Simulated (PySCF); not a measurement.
Working out the excitation energy of Ti(2+)

Ti(2+) [Ar] 3d2 (3F) → Ti(2+) [Ar] 3d1 4s1 (3D). Computed with PySCF 2.14 in aug-cc-pVDZ-DK (7s6p4d2f, 59 functions), with the spin-free X2C one-electron Hamiltonian (Gaussian nucleus). Frozen: [Ar]. Energies in hartree (1 hartree = 27.21139 eV):

| part | Ti(2+) (lower) | Ti(2+) (upper) |
| --- | --- | --- |
| UHF | -852.064370 | -851.887572 |
| CCSD correlation | -0.003701 | -0.002980 |
| (T) | 0.000000 | 0.000000 |

Question: What does Hartree-Fock give?

Answer: (-851.887572) − (-852.064370) = 0.176798 hartree = 4.811 eV.

Question: What do CCSD and CCSD(T) give?

Answer: The CCSD correlation energies differ by 0.000721 hartree = 0.020 eV and the triples by 0.000000 hartree = 0.000 eV, so CCSD gives 4.831 eV and CCSD(T) 4.831 eV.

A double-zeta basis recovers only part of the correlation energy.
